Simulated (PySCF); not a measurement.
# What a mistake does to a calculation on BCGeH6 cation

These are calculations, not measurements. The program is PySCF 2.14.0, an open-source quantum chemistry code, run on an isolated molecule that a program drew, which may never have been made. The molecule is BCGeH6 cation (charge +1, singlet), drawn as the SMILES string `[BH2][GeH+][CH3]`.

Each row is a Hartree-Fock (HF) and frozen-core CCSD(T) single point in the cc-pVDZ basis, meant for a local HF minimum. Run 1 is clean. Each other run has one planted mistake out of seven kinds, and not every kind appears here: one electron removed, one electron added, multiplicity raised by two, geometry at a saddle point, minimal basis STO-3G, one bond length entered in bohr, all coordinates scaled. The reference is restricted for singlets and unrestricted otherwise, and also for a bond in bohr. Adding or removing an electron swaps singlet and doublet. Electrons count all cores. HOMO and LUMO are orbital energies over both spins, the gradient is its largest component, and the lowest frequency (negative if imaginary) is given only where the gradient is small. Bond lengths are over the 8 bonds as drawn. T1 is the CCSD diagnostic: over 0.02 (restricted) or 0.045 (unrestricted) a single reference is doubtful. Germanium has the cc-pVDZ-PP basis, with a core potential (ECP10MDF) in place of its 10 inner electrons, and its 3s, 3p and 3d shells are frozen in CCSD(T).

Geometry of the clean run:
```xyz
9
BCGeH6 cation, angstrom
B    -1.9846   -0.0943    1.6240
Ge   -0.4679    0.0316    0.2024
C     0.9004    1.3846    0.1000
H    -1.7680   -0.7179    2.6130
H    -3.0106    0.4603    1.3920
H    -0.3926   -1.0279   -0.8888
H     0.7998    1.8934   -0.8629
H     1.8741    0.8881    0.1172
H     0.8243    2.1011    0.9148
```

| run | electrons | basis functions | <S^2> | HOMO (eV) | LUMO (eV) | gradient (hartree/bohr) | lowest frequency (cm^-1) | mean bond (Å) | longest bond (Å) | T1 | HF (hartree) | CCSD(T) (hartree) | mistake |
|---|---|---|---|---|---|---|---|---|---|---|---|---|---|
| 1 | 48 | 81 | 0.000 | -16.93 | -5.11 | 3.0e-05 | 60 | 1.3981 | 2.083 | 0.0112 | -359.13088 | -359.48595 | no fault |
| 2 | 48 | 81 | 2.014 | -12.95 | -8.37 | 5.8e-02 | - | 1.3981 | 2.083 | 0.0172 | -358.99278 | -359.34257 | multiplicity raised by two |
| 3 | 48 | 81 | 0.717 | -15.23 | -5.31 | 1.9e-02 | - | 1.5304 | 2.247 | 0.0650 | -359.00916 | -359.36402 | one bond length entered in bohr |
| 4 | 47 | 81 | 0.787 | -23.84 | -14.82 | 5.7e-02 | - | 1.3981 | 2.083 | 0.0232 | -358.54767 | -358.87999 | ? |
| 5 | 49 | 81 | 0.767 | -6.59 | 1.27 | 1.2e-02 | - | 1.3981 | 2.083 | 0.0109 | -359.34532 | -359.71665 | ? |

**Which mistake was planted in run 4, and what did it cost?**

It counts 47 electrons, one fewer than the clean run, at the same geometry and basis. So the mistake is: one electron removed. Subtracting run 1 and multiplying by 627.51 kcal/mol a hartree, the energy moved by 366.0 kcal/mol in HF and 380.2 kcal/mol in CCSD(T).

**Which mistake was planted in run 5, and what did it cost?**

It counts 49 electrons, one more than the clean run, at the same geometry and basis. So the mistake is: one electron added. Subtracting run 1 and multiplying by 627.51 kcal/mol a hartree, the energy moved by -134.6 kcal/mol in HF and -144.8 kcal/mol in CCSD(T).

Cautions from the logs. Run 3: T1 is over the limit, so its CCSD(T) energy is less reliable.
